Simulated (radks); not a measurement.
Q: These are the eigenvalues of the occupied orbitals of an atom or ion with whole-number occupations (eV). All-electron calculation, scalar-relativistic Kohn-Sham, LDA (Slater exchange, VWN5 correlation), spin-polarised, spherical densities, finite nucleus; Fermi nuclear charge, rms radius of each element as measured or else 0.836 A^(1/3) + 0.57 fm. Program: a radial shooting solver on a logarithmic mesh with Libxc functionals.

1s up: -21619.22
1s down: -21618.99
2s up: -3748.046
2s down: -3738.391
2p up: -3440.303
2p down: -3432.861
3s up: -1188.509
3s down: -1177.239
3p up: -1088.097
3p down: -1076.592
3d up: -938.3898

Which element is it, and in what charge state? The configuration may be excited. Open shells, if any, are filled with parallel spins first.

A: Z = 43, technetium, charge +21: Tc21+ in [Ar] 3d4. The list shows which subshells hold electrons but not how many an open one holds; the 1s level, -794.49 hartree, gives Z - s = 39.9 by -(Z - s)^2/2, which with screening and relativity narrows Z to a few neighbours, and the depths of the outer levels then fix element, charge and occupations together.
